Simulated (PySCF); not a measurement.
# `CCN1CCC=N1`: 4 charge schemes on one density

Species: C5H10N2.
Atom-mapped SMILES: `[CH3:1][CH2:2][N:3]1[CH2:4][CH2:5][CH:6]=[N:7]1` (hydrogens: H8, H9, H10 on C1; H11, H12 on C2; H13, H14 on C4; H15, H16 on C5; H17 on C6)

Geometry (PBE0-D3(BJ)/def2-SVP, Å), atoms numbered from 1 in this order:
```
atom  x, y, z in Å
C1     2.1186    0.0176    0.7872
C2     1.4525    0.3360   -0.5455
N3     0.0091    0.3476   -0.5229
C4    -0.7341   -0.8938   -0.3223
C5    -2.1167   -0.3742    0.0760
C6    -1.7373    0.9994    0.5663
N7    -0.5597    1.3465    0.2024
H8     3.2145    0.0531    0.6921
H9     1.8517   -0.9858    1.1542
H10    1.8142    0.7523    1.5477
H11    1.7738    1.3291   -0.8956
H12    1.7620   -0.3867   -1.3184
H13   -0.7308   -1.5111   -1.2324
H14   -0.2929   -1.4940    0.5007
H15   -2.7931   -0.2926   -0.7955
H16   -2.6242   -0.9977    0.8262
H17   -2.3857    1.7007    1.0950
```

Density: PBE0/pcSseg-1 (PySCF); schemes: Mulliken, IAO, Hirshfeld and ESP-fitted. Geometry: PBE0-D3(BJ)/def2-SVP, one conformer, isolated molecule.

Atoms with like bonding are taken together and averaged. For which atoms does the sign change between the 4 schemes (beyond +0.03 e in one, beyond −0.03 e in another)?

C4 and C6. Atomic charges aren't observables, and each scheme defines them in its own way.

Which atoms carry the lowest charge in the Mulliken, IAO, Hirshfeld and ESP-fitted schemes?

The schemes don't all agree: Mulliken N3 (-0.471); IAO C1 (-0.430); Hirshfeld C1 (-0.125); ESP-fitted N7 (-0.405).

Give the atomic charges in each scheme.

In e; atoms taken as equivalent share a row and are averaged (×n: the atom named and its like, n in all):

```csv
atom,environment,Mulliken,IAO,Hirshfeld,ESP-fitted
C1,methyl carbon,-0.314,-0.430,-0.125,-0.156
C2,sp3 carbon bound to nitrogen,-0.018,-0.144,-0.024,+0.013
N3,nitrogen bonded to 2 C and N,-0.471,-0.122,-0.038,-0.117
C4,sp3 carbon bound to nitrogen,+0.019,-0.167,-0.026,+0.064
C5,ring CH2 carbon,-0.271,-0.292,-0.076,-0.256
C6,C=N carbon,+0.020,-0.074,-0.013,+0.200
N7,C=N nitrogen,-0.186,-0.180,-0.113,-0.405
H8/H9/H10,methyl hydrogen,+0.119,+0.139,+0.038,+0.054
H11/H12,methylene hydrogen,+0.120,+0.144,+0.042,+0.063
H13/H14,methylene hydrogen,+0.118,+0.129,+0.037,+0.058
H15/H16,methylene hydrogen,+0.140,+0.146,+0.045,+0.094
H17,hydrogen on a C=N carbon,+0.106,+0.156,+0.053,+0.064
```

Mean size of the charges over all atoms: IAO 0.166 e, Mulliken 0.148 e, ESP-fitted 0.110 e, Hirshfeld 0.049 e. Each set sums to the total charge, 0, to within 0.001 e. The IAO scheme projects the occupied orbitals on a minimal set of polarised atomic orbitals and counts the electrons in each atom's part of it.

Some averages cover members that differ in this geometry: H13/H14, IAO +0.111 to +0.146; H11/H12, ESP-fitted +0.047 to +0.080; H8/H9/H10, ESP-fitted +0.042 to +0.074 e.

How closely do the schemes follow one another over all atoms?

Correlation coefficient and root-mean-square difference: IAO with Hirshfeld 0.95, 0.130 e; Mulliken with Hirshfeld 0.84, 0.141 e; Mulliken with IAO 0.83, 0.109 e; Hirshfeld with ESP-fitted 0.80, 0.105 e; Mulliken with ESP-fitted 0.74, 0.125 e; IAO with ESP-fitted 0.65, 0.142 e.

Sum the charges by element.

```csv
element,atoms,Mulliken,IAO,Hirshfeld,ESP-fitted
C,5,-0.563,-1.108,-0.264,-0.135
N,2,-0.657,-0.303,-0.151,-0.522
H,10,+1.220,+1.411,+0.414,+0.657
```

How many electrons does the ESP-fitted scheme count on N3?

Z − q = 7 − (-0.117) = 7.117.
